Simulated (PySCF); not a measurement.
Excitations are Tamm–Dancoff values on a coarser integration grid. The basis has no diffuse functions, so Rydberg states are missing or too high.

H₆BN₃, SMILES `NB(N)N` (charge 0, multiplicity 1)

Computed with PBE-D3(BJ)/def2-TZVP // B3LYP-D3(BJ)/def2-TZVP (PySCF).

```
Property                                  Value
----------------------  -----------------------
HOMO                                   -5.08 eV
dipole moment                            0.03 D
LUMO                                    0.09 eV
HOMO–LUMO gap                           5.17 eV
S1 excitation (TDA)                     5.24 eV
S1 oscillator strength                    0.000
T1 excitation (TDA)                     5.05 eV
S1–T1 gap (TDA)                         0.19 eV
total energy                        -5243.10 eV
cost                    roughly 20 core-seconds
```

```xyz
10

N      1.3635    -0.0844     0.4217
B      0.0004    -0.0003    -0.0007
N     -0.5147     1.2312    -0.5102
N     -0.8461    -1.1481     0.0856
H      2.0201     0.6640     0.2964
H      1.7951    -0.9460     0.7015
H      0.0261     2.0748    -0.5571
H     -1.4743     1.3582    -0.7737
H     -1.8232    -1.1277    -0.1411
H     -0.5470    -2.0217     0.4776
```
Charge 0, spin multiplicity 1.
